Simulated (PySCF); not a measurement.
An unknown gives this computed stick spectrum. Method used: PySCF 2.14.0, density-fitted response routines, TDDFT CAM-B3LYP/def2-SVPD, vertical, gas phase, core orbitals frozen in the response. Geometries: PBE0-D3(BJ)/def2-SVP, one conformer each.

| state | E (eV) | f | main configurations (H = HOMO, L = LUMO) |
| --- | --- | --- | --- |
| S1 | 7.23 | 0.015 | H→L+1 (68%), H→L+2 (17%) |
| S2 | 7.63 | 0.052 | H→L (52%), H→L+2 (11%), H-1→L (9%) |
| S3 | 7.78 | 0.0005 | H→L+2 (28%), H→L+3 (23%), H→L (12%) |
| S4 | 7.90 | 0.0062 | H-1→L+1 (59%) |
| S5 | 7.93 | 0.037 | H-1→L (32%), H→L+4 (26%), H→L+2 (10%) |
| S6 | 7.97 | 0.019 | H→L+4 (40%), H-1→L (26%) |
| S7 | 8.02 | 0.012 | H-1→L+2 (41%), H-1→L+3 (22%), H-2→L+1 (15%) |
| S8 | 8.20 | 0.017 | H-2→L+1 (16%), H-3→L (14%), H-2→L (14%) |
| S9 | 8.26 | 0.082 | H→L+5 (49%), H-2→L+1 (12%), H→L+7 (8%) |
| S10 | 8.34 | 0.021 | H-3→L (20%), H-2→L+1 (16%), H-2→L+2 (9%) |

**Question.** Which structure fits? All have the formula C5H14OSi2.
A. `[SiH3]C[SiH]1CCOCC1`
B. `CC/C(=C/[SiH3])[Si@H](C)O`
C. `CC/C(=C\[SiH3])[Si@@H](C)O`
D. `C=C(C)[Si@@](O)([SiH3])CC`

**Answer.** A. Its S1, at 7.23 eV, is the highest among the candidates; the nearest of the others has S1 at 6.25 eV. S1 is HOMO→LUMO+1 (68%), HOMO→LUMO+2 (17%). Löwdin shares by element: HOMO oxygen 48%, carbon 26% or more (atoms not listed hold the other 26%); LUMO silicon 41%, carbon 11% or more, hydrogen 9% or more (atoms not listed hold the other 39%). At the same level the other candidates give, for their lowest levels:
- `CC/C(=C/[SiH3])[Si@H](C)O`: 5.70 eV (f 0.003); 6.23 eV (f 0.350); 7.03 eV (f 0.001); 7.10 eV (f 0.009); 7.26 eV (f 0.007); T1 3.85 eV; HOMO -8.89, LUMO 0.18 eV
- `C=C(C)[Si@@](O)([SiH3])CC`: 6.25 eV (f 0.128); 6.49 eV (f 0.029); 6.70 eV (f 0.255); 6.98 eV (f 0.057); 7.17 eV (f 0.057); T1 4.13 eV; HOMO -8.49, LUMO 0.68 eV
- `CC/C(=C\[SiH3])[Si@@H](C)O`: 5.58 eV (f 0.001); 6.21 eV (f 0.379); 6.85 eV (f 0.015); 7.10 eV (f 0.005); 7.35 eV (f 0.012); T1 3.85 eV; HOMO -8.88, LUMO 0.15 eV
Triplets come from the Tamm–Dancoff approximation.
